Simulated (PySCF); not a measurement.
Molecule: SMILES [Si@@H](OC(C)C)(C)F, C₄H₁₁FOSi.

Bonds (- single, = double, # triple, : aromatic): C1-C2, C2-C3, C2-O4, O4-Si5, Si5-C6, Si5-F7. C1 carries H8, H9, H10; C2 carries H11; C3 carries H12, H13, H14; Si5 carries H15; C6 carries H16, H17, H18. Stereochemistry as in CC(C)O[Si@H](C)F.

Frames of a GFN2-xTB Langevin trajectory at 600 K; GIAO PBE0/pcSseg-1 shieldings in PySCF, gas phase, non-relativistic; equivalent atoms averaged within each frame.

Chemical shifts δ = σref − σ; 13C (σref 186.93) and 29Si (σref 349.16) and 1H (σref 31.72) vs TMS; 17O (σref 336.08) vs H2O; 19F (σref 170.95) vs CFCl3, all at this level. The references are static minima.

Task: How do the shifts (ppm) fluctuate along the trajectory?

Result: 
| time (fs) | C2 | C3 | C1 | C6 | O4 | Si5 | F7 | H15 | H11 | H12/H13/H14 |
| --- | --- | --- | --- | --- | --- | --- | --- | --- | --- | --- |
| optimised geometry | 71.2 | 28.0 | 27.8 | -0.4 | 105.6 | -13.5 | -155.3 | 5.03 | 4.25 | 1.40 |
| 250 | 71.2 | 37.6 | 26.7 | 5.4 | 117.8 | -11.2 | -147.5 | 6.17 | 5.72 | 2.83 |
| 425 | 77.3 | 37.6 | 28.6 | -1.9 | 110.2 | -15.2 | -139.0 | 5.82 | 5.32 | 2.64 |
| 625 | 77.5 | 30.9 | 28.5 | 2.6 | 100.8 | -30.7 | -151.0 | 5.72 | 4.13 | 2.04 |
| 800 | 74.7 | 27.9 | 33.9 | 2.9 | 115.5 | -14.7 | -142.4 | 5.19 | 4.16 | 0.07 |
| 1000 | 64.3 | 18.4 | 31.7 | 4.4 | 109.4 | -8.9 | -154.2 | 5.63 | 3.78 | 0.63 |
| mean of frames | 73.0 | 30.5 | 29.9 | 2.7 | 110.7 | -16.1 | -146.8 | 5.71 | 4.62 | 1.64 |
| standard deviation | 5.5 | 8.0 | 2.9 | 2.8 | 6.6 | 8.5 | 6.2 | 0.35 | 0.85 | 1.23 |

5 frames give an uncertainty of the mean of about the standard deviation over 2.2 at best, since frames this close in time may not be independent; classical motion lacks zero-point vibration, and the reference would need the same averaging.
